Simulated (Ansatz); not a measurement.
Molecule: C2H5F3Si, net charge 0, singlet state. 
Structure (B3LYP-D3(BJ)/def2-TZVP (Ansatz, an electronic-structure program) minimum search):
```
C
H 1 1.0941
H 1 1.0941 2 106.00
C 1 1.5375 2 110.53 3 119.80
H 4 1.0905 1 110.76 2 -58.52
H 4 1.0908 5 107.76 1 122.01
H 4 1.0908 5 107.76 6 115.98
Si 1 1.8389 2 107.77 3 -115.17
F 8 1.5853 1 111.97 2 57.00
F 8 1.5863 9 107.15 1 -122.85
F 8 1.5863 9 107.15 10 -114.30
```

Basis-set convergence of Hartree-Fock and MP2 correlation energies (hartree) with Ansatz. Cores are frozen in the correlated levels unless marked. Spin-orbit coupling is left out. Non-relativistic.

```csv
basis,functions,E(HF),"E(corr, MP2)"
cc-pV(D+d)Z,118,-666.12922,-0.93895
cc-pV(T+d)Z,259,-666.29659,-1.21782
cc-pV(Q+d)Z,489,-666.33487,-1.32032
```

Extrapolating the two largest sets (X = 3 and 4) as X^-3: E(corr) = (64·(-1.32032) - 27·(-1.21782))/37 = -1.3951 Eh, an estimate of the basis-set limit. The largest set recovers 94.6 % of it, the smallest 67.3 %.
